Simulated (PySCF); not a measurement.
System: C4H8N (charge 0, doublet). It need not be the lowest isomer of its formula. 
Coordinates optimised at B3LYP-D3(BJ)/def2-TZVP (Ansatz):
SMILES: NC1[CH]CC1
```xyz
13

C     -1.5536     0.1847     0.2026
C     -0.5617    -0.9015     0.4754
C      0.6335    -0.0195     0.2835
C     -0.3508     1.1083    -0.1584
N      1.5926    -0.4509    -0.7363
H     -2.1346     0.5148     1.0720
H     -2.2673    -0.0037    -0.6064
H     -0.6602    -1.9509     0.7207
H      1.1252     0.2287     1.2400
H     -0.2828     2.0423     0.3981
H     -0.2677     1.3085    -1.2248
H      1.9355    -1.3807    -0.5196
H      2.3995     0.1650    -0.7441
```
Charge 0, spin multiplicity 2.

Dispersion corrections to the total energy (kcal/mol) from the dftd3 and dftd4 libraries through PySCF: D3(BJ) without and D4 with the three-body term, each with the damping fitted for the functional named.

| functional | D3(BJ) | D4 |
|---|---|---|
| HF | -46.64 | -21.62 |
| PW6B95 | -2.64 | (withheld) |
| B2PLYP | -4.41 | -3.88 |
| HSE06 | -3.56 | (withheld) |
| TPSSh | -6.64 | -6.85 |
| revPBE | -15.42 | -19.76 |
| B2GP-PLYP | (withheld) | -2.29 |

Task: Fill in the missing entries.

Result: 
- PW6B95, D4: -4.82
- HSE06, D4: -4.25
- B2GP-PLYP, D3(BJ): -3.11
